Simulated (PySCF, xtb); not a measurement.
Se(Cl)(OH) (ClHOSe), SMILES O[Se]Cl. Other conformers were not sampled.

Harmonic wavenumbers (cm⁻¹) from GFN2-xTB (xtb 6.7.1) at its own minimum, in rising order: 211, 337, 384, 579, 992, 3508.

What does TPSSh-D3(BJ)/def2-TZVP in PySCF give at its own minimum? (An estimate is asked for; the answer gives what the named calculation found.)

210, 395, 478, 678, 1111, 3736. Paired by order, the mean absolute difference is 100 cm⁻¹ and the zero-point energies are 8.6 and 9.4 kcal/mol.
